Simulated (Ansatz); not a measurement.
Cost and result up the ladder for B₄ (4 atoms). The state is a singlet with charge 0. Geometry: PBE-D4/def2-TZVP.

```xyz
4

B    -0.0635    0.1939    0.1678
B    -0.4600    1.4298    1.2500
B     0.0737   -0.3619   -1.2947
B     0.4498   -1.2618   -0.1231
```

Ansatz on 4 threads of Arm Neoverse V2 on a shared host. Times are rough, and most runs start from the orbitals of an earlier one. No level here is sound enough to serve as a yardstick. Binding counts from free atoms at the same level (B doublet; other spins of the atoms weren't run), without zero-point energy or a counterpoise term.

Correlated methods freeze 4 core orbitals. Another isomer (singlet) lies 2.47 eV lower at PBE0-D4/def2-TZVP; other spin states weren't run for this one.

Correlated methods converge slowly with the basis.

```csv
level,functions,wall time
PBE0-D4/def2-TZVP,124,0.45 s
revPBE-D4/def2-TZVP,124,0.45 s
PBE-D4/def2-TZVP (with forces),124,0.5 s
r2SCAN-D4/def2-TZVP,124,0.9 s
ωB97X-V/def2-TZVP,124,1.4 s
CCSD(T)/def2-TZVPP,124,2.4 s
```

Q: Estimate what each level gives for the binding energy per atom (eV).

A: 
| level | binding energy per atom (eV) | remarks |
| --- | --- | --- |
| PBE0-D4/def2-TZVP | 3.07 | restricted SCF unstable in HF |
| revPBE-D4/def2-TZVP | 3.17 | restricted SCF unstable in HF |
| PBE-D4/def2-TZVP (with forces) | 3.32 | restricted SCF unstable in HF |
| r2SCAN-D4/def2-TZVP | 3.13 | restricted SCF unstable in HF |
| ωB97X-V/def2-TZVP | 2.80 | restricted SCF unstable in HF |
| CCSD(T)/def2-TZVPP | 2.84 | large T1 (0.068), restricted SCF unstable |
